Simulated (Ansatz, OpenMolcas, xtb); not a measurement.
How methods differ on AlHBrO (SMILES [OH][Al][Br])

The species is AlHBrO (4 atoms), meant as a doublet with charge 0. SMILES: `[OH][Al][Br]`. The shape is that of a PBE0-D4/def2-TZVP optimisation.

```xyz
4

O    -0.4179    0.5582   -0.7291
Al   -0.1007   -0.2150    0.7450
Br    1.7409   -1.5397    0.8360
H    -1.1667    1.1364   -0.8722
```

Quantity: the dipole moment, in D. The values are calculated.

```json
{"level": "GFN2-xTB", "kind": "semi-empirical", "program": "xtb", "value (D)": "5.51", "CPU time": "under 2 s"}
{"level": "GFN0-xTB", "kind": "semi-empirical", "program": "xtb", "value (D)": "4.43", "CPU time": "under 2 s"}
{"level": "GFN1-xTB", "kind": "semi-empirical", "program": "xtb", "value (D)": "5.09", "CPU time": "under 2 s"}
{"level": "UHF/STO-3G", "kind": "Hartree–Fock", "program": "Ansatz", "value (D)": "4.79", "CPU time": "0.57 s"}
{"level": "UHF/3-21G", "kind": "Hartree–Fock", "program": "OpenMolcas", "value (D)": "4.28", "CPU time": "2.8 s"}
{"level": "UHF/3-21G (Cholesky decomposition)", "kind": "Hartree–Fock", "program": "OpenMolcas", "value (D)": "4.28", "CPU time": "1.6 s"}
{"level": "UHF/6-31G", "kind": "Hartree–Fock", "program": "OpenMolcas", "value (D)": "4.58", "CPU time": "2.8 s"}
{"level": "UHF/6-31G* (spherical functions)", "kind": "Hartree–Fock", "program": "Ansatz", "value (D)": "3.56", "CPU time": "3.1 s"}
{"level": "UHF/def2-SVP", "kind": "Hartree–Fock", "program": "OpenMolcas", "value (D)": "3.30", "CPU time": "3.7 s"}
{"level": "UTPSS/ANO-S-MB (RICD fitting)", "kind": "meta-GGA", "program": "OpenMolcas", "value (D)": "3.52", "CPU time": "6.3 s"}
```

All-electron rows without a relativistic Hamiltonian named are non-relativistic. The values span 3.30 to 5.51 D. Sets without polarisation functions give poor dipoles. CPU times are rough (shared hosts, several kinds of processor): they show what a rung costs within a factor of a few.
